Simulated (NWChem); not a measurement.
System: C2H5BO; SMILES C(=C)BO

NWChem printed, in part:

```
             Northwest Computational Chemistry Package (NWChem) 7.3.0
             --------------------------------------------------------

                             Geometry "geometry" -> ""
                             -------------------------

 Output coordinates in angstroms (scale by  1.889725989 to convert to a.u.)

  No.       Tag          Charge          X              Y              Z
 ---- ---------------- ---------- -------------- -------------- --------------
    1 B                    5.0000    -0.45737800     0.63463300     0.00150000
    2 H                    1.0000    -1.65365100     0.56656900     0.00337500
    3 C                    6.0000     0.41967500    -0.64992400     0.00182400
    4 C                    6.0000    -0.12949600    -1.87492100    -0.00136600
    5 H                    1.0000     1.51301000    -0.58679100     0.00395800
    6 H                    1.0000     0.45908700    -2.79115800    -0.00213300
    7 H                    1.0000    -1.21044500    -2.00414300    -0.00345400
    8 O                    8.0000     0.05861300     1.89503200    -0.00117500
    9 H                    1.0000     1.02869300     1.89959100    -0.00271900

 Effective nuclear repulsion energy (a.u.)      98.4164545311

                              NWChem Property Module
                              ----------------------

                                 NWChem DFT Module
                                 -----------------

 Summary of "ao basis" -> "ao basis" (spherical)
 ------------------------------------------------------------------------------
       Tag                 Description            Shells   Functions and Types
 ---------------- ------------------------------  ------  ---------------------
 B                          6-31+g*                  8       18   4s3p1d
 H                          6-31+g*                  2        2   2s
 C                          6-31+g*                  8       18   4s3p1d
 O                          6-31+g*                  8       18   4s3p1d

            General Information
            -------------------
          SCF calculation type: DFT
          Wavefunction type:  closed shell.
          No. of atoms     :     9
          No. of electrons :    30
           Alpha electrons :    15
            Beta electrons :    15
          Charge           :     0
          Spin multiplicity:     1
          Use of symmetry is: off; symmetry adaption is: off
          Maximum number of iterations: 150
          AO basis - number of functions:    82
                     number of shells:    42
          Convergence on energy requested:  1.00D-06
          Convergence on density requested:  1.00D-05
          Convergence on gradient requested:  5.00D-04

              XC Information
              --------------
                         PBE0 Method XC Functional
                     Hartree-Fock (Exact) Exchange  0.250
          PerdewBurkeErnzerhof Exchange Functional  0.750
            Perdew 1991 LDA Correlation Functional  1.000 local
           PerdewBurkeErnz. Correlation Functional  1.000 non-local

             Grid Information
             ----------------
          Grid used for XC integration:  medium
          Radial quadrature: Mura-Knowles
          Angular quadrature: Lebedev.
          Tag              B.-S. Rad. Rad. Pts. Rad. Cut. Ang. Pts.
          ---              ---------- --------- --------- ---------
          B                   0.85       49          12.0       434
          H                   0.35       45          13.0       434
          C                   0.70       49          13.0       434
          O                   0.60       49          13.0       434
          Grid pruning is: on
          Number of quadrature shells:   421
          Spatial weights used:  Erf1

      Superposition of Atomic Density Guess
      -------------------------------------

 Sum of atomic energies:        -177.10478579

      Non-variational initial energy
      ------------------------------

 Total energy =    -179.102788
 1-e energy   =    -433.007131
 2-e energy   =     155.487889
 HOMO         =      -0.355014
 LUMO         =      -0.052923

   convergence    iter        energy       DeltaE   RMS-Dens  Diis-err
 ---------------- ----- ----------------- --------- --------- ---------
 d= 0,ls=0.0,diis     1   -179.0372727436 -2.77D+02  3.07D-02  5.20D-01
 d= 0,ls=0.0,diis     2   -179.0256378923  1.16D-02  2.06D-02  7.56D-01
 d= 0,ls=0.0,diis     3   -179.0960798653 -7.04D-02  1.86D-03  4.07D-02
 d= 0,ls=0.0,diis     4   -179.1000299850 -3.95D-03  5.02D-04  1.48D-03
 d= 0,ls=0.0,diis     5   -179.1002014406 -1.71D-04  1.47D-04  1.79D-04
  Resetting Diis
 d= 0,ls=0.0,diis     6   -179.1002250666 -2.36D-05  4.06D-05  1.80D-05
 d= 0,ls=0.0,diis     7   -179.1002271316 -2.07D-06  3.41D-05  2.01D-06
 d= 0,ls=0.0,diis     8   -179.1002267213  4.10D-07  1.89D-05  5.14D-06
 d= 0,ls=0.0,diis     9   -179.1002273991 -6.78D-07  1.95D-06  4.30D-08

         Total DFT energy =     -179.100227399086
      One electron energy =     -436.748960469162
           Coulomb energy =      184.359610342337
    Exchange-Corr. energy =      -25.127331803312
 Nuclear repulsion energy =       98.416454531051

 Numeric. integr. density =       30.000002681793

                       DFT Final Molecular Orbital Analysis
                       ------------------------------------

 Vector   13  Occ=2.000000D+00  E=-3.853657D-01
              MO Center=  1.7D-02,  1.6D+00, -1.6D-03, r^2= 1.2D+00
   Bfn.  Coefficient  Atom+Function         Bfn.  Coefficient  Atom+Function
  ----- ------------  ---------------      ----- ------------  ---------------
    67      0.571313  8 O  pz                71      0.384323  8 O  pz
     5      0.201421  1 B  pz                25      0.097392  3 C  pz
    75      0.069746  8 O  pz                43      0.060225  4 C  pz
     9      0.058067  1 B  pz                29      0.058353  3 C  pz
    47      0.030004  4 C  pz                33      0.028912  3 C  pz

 Vector   14  Occ=2.000000D+00  E=-3.211731D-01
              MO Center= -2.9D-01,  2.2D-01,  1.2D-03, r^2= 3.0D+00
   Bfn.  Coefficient  Atom+Function         Bfn.  Coefficient  Atom+Function
  ----- ------------  ---------------      ----- ------------  ---------------
    30      0.471541  3 C  s                 48     -0.377751  4 C  s
     3      0.270754  1 B  px                24      0.238654  3 C  py
    20     -0.235822  2 H  s                 23     -0.223313  3 C  px
    66      0.203233  8 O  py                19     -0.199861  2 H  s
     4     -0.188865  1 B  py                26      0.171247  3 C  s

 Vector   15  Occ=2.000000D+00  E=-2.996948D-01
              MO Center=  1.3D-01, -1.0D+00,  3.0D-04, r^2= 2.2D+00
   Bfn.  Coefficient  Atom+Function         Bfn.  Coefficient  Atom+Function
  ----- ------------  ---------------      ----- ------------  ---------------
    25      0.379149  3 C  pz                43      0.378106  4 C  pz
    29      0.248200  3 C  pz                47      0.245483  4 C  pz
    67     -0.185270  8 O  pz                71     -0.134048  8 O  pz
     5      0.056364  1 B  pz                33      0.053810  3 C  pz
    51      0.042248  4 C  pz                75     -0.036592  8 O  pz

 Vector   16  Occ=0.000000D+00  E=-4.546149D-02
              MO Center= -1.1D-01, -6.7D-01,  6.8D-04, r^2= 3.6D+00
   Bfn.  Coefficient  Atom+Function         Bfn.  Coefficient  Atom+Function
  ----- ------------  ---------------      ----- ------------  ---------------
    47      0.414119  4 C  pz                51      0.414926  4 C  pz
    43      0.378853  4 C  pz                33     -0.340086  3 C  pz
     5     -0.303501  1 B  pz                 9     -0.288353  1 B  pz
    29     -0.279017  3 C  pz                25     -0.234623  3 C  pz
    67      0.203493  8 O  pz                71      0.174585  8 O  pz

 Vector   17  Occ=0.000000D+00  E= 2.616116D-03
              MO Center=  1.6D+00,  1.3D+00,  9.3D-04, r^2= 8.0D+00
   Bfn.  Coefficient  Atom+Function         Bfn.  Coefficient  Atom+Function
  ----- ------------  ---------------      ----- ------------  ---------------
    30      4.461586  3 C  s                 48     -3.012663  4 C  s
    10     -2.305667  1 B  s                 11     -0.872521  1 B  px
    50     -0.761935  4 C  py                31     -0.757414  3 C  px
    72      0.760437  8 O  s                 32     -0.464050  3 C  py
    82     -0.421474  9 H  s                  6     -0.327261  1 B  s

 Vector   18  Occ=0.000000D+00  E= 2.146142D-02
              MO Center= -3.3D-01, -2.1D+00, -5.6D-03, r^2= 1.2D+01
   Bfn.  Coefficient  Atom+Function         Bfn.  Coefficient  Atom+Function
  ----- ------------  ---------------      ----- ------------  ---------------
    48      6.499829  4 C  s                 30     -4.385077  3 C  s
    10     -2.303477  1 B  s                 32      2.277201  3 C  py
    50      2.059247  4 C  py                12      1.282812  1 B  py
    49      0.672716  4 C  px                72     -0.597883  8 O  s
    44      0.342074  4 C  s                 31      0.290060  3 C  px

     Multipole analysis of the density
     ---------------------------------

     L   x y z        total         alpha         beta         nuclear
     -   - - -        -----         -----         ----         -------
     0   0 0 0     -0.000000    -15.000000    -15.000000     30.000000

     1   1 0 0      0.699798      0.293413      0.293413      0.112972
     1   0 1 0     -0.503957     -0.505598     -0.505598      0.507238
     1   0 0 1     -0.001082     -0.000423     -0.000423     -0.000236

     2   2 0 0    -16.810458    -26.240451    -26.240451     35.670444
     2   1 1 0      2.683074      0.392762      0.392762      1.897550
     2   1 0 1      0.001466     -0.003704     -0.003704      0.008874
     2   0 2 0    -19.076442   -135.329439   -135.329439    251.582436
     2   0 1 1      0.003472     -0.002730     -0.002730      0.008931
     2   0 0 2    -19.868064     -9.934218     -9.934218      0.000373

 *** CALLING NEW AORESP DRIVER FOR CLOSED AND OPEN SHELLS ***
 Entering AOResponse driver routine

--------------------------------------------------------------------------------

          -----------------------------------------------
          Solving response equations for perturbing field
          -----------------------------------------------

 number of frequencies:     1
 frequency in a.u.:  0.4280000E-01
 Perturbing field: electric
 Using El. Dipole Length Gauge

 Setting up CPKS with frequency omega =      0.04280000 a.u.

                            NWChem Dynamic CPHF Module
                            --------------------------

    scftype = RHF
    nclosed =   15
      nopen =    0
  variables =     2010
  num. vecs =        3
  tolerance =   1.0D-04
  max. iter =   50

 SCF residual:    4.9964765172059040E-005

Iterative solution of linear equations
  No. of variables     2010
  No. of equations        3
  Maximum subspace       30
       Convergence  1.0D-04

   iter   nsub   residual    time
   ----  ------  --------  ---------
     1      3    5.98D+00      22.4
     2      6    3.28D+00      31.2
     3      9    4.33D-01      40.1
     4     12    4.38D-02      48.9
     5     15    1.98D-02      57.7
     6     18    3.74D-03      66.5
     7     21    5.58D-04      75.3
     8     24    7.27D-05      84.2

 Electric Dipole Response Matrix (nonzero elements):

              1        2        3
    1   40.6750   4.5476   0.0050
    2    4.5476  59.8340   0.0253
    3    0.0050   0.0253  27.2768

 ------------------------------------------
 average:        42.59525 + I       0.00000

 DFT Linear Response polarizability / au
 Frequency  =       0.0428000 / au
 Wavelength =    1064.5643224 / nm
              X              Y              Z
 -----------------------------------------------
 X      40.6749547      4.5475815      0.0050481
 Y       4.5475671     59.8339891      0.0252851
 Z       0.0050484      0.0252864     27.2767952
 -----------------------------------------------
 Eigenvalues =      39.6503384     60.8586252     27.2767754
 Isotropic   =      42.5952463
 Anisotropic =      29.4162976
 -----------------------------------------------

 Magnetic Dipole Response Matrix (nonzero elements):
```

Level: PBE0/6-31+G* (spherical d). Geometry: optimised at B3LYP/6-31G* (spherical d).

Problem. Write an input that gives this output.

Solution. One answer among several that fit: the input that was run:
```
start job
memory heap 200 mb stack 900 mb global 1100 mb
geometry units angstroms noautosym nocenter noautoz
  B     -0.457378     0.634633     0.001500
  H     -1.653651     0.566569     0.003375
  C      0.419675    -0.649924     0.001824
  C     -0.129496    -1.874921    -0.001366
  H      1.513010    -0.586791     0.003958
  H      0.459087    -2.791158    -0.002133
  H     -1.210445    -2.004143    -0.003454
  O      0.058613     1.895032    -0.001175
  H      1.028693     1.899591    -0.002719
end
basis spherical
  B library 6-31+g*
  H library 6-31+g*
  C library 6-31+g*
  O library 6-31+g*
end
dft
  xc pbe0
  iterations 150
end
property
  response 1 0.0428
end
task dft property
```
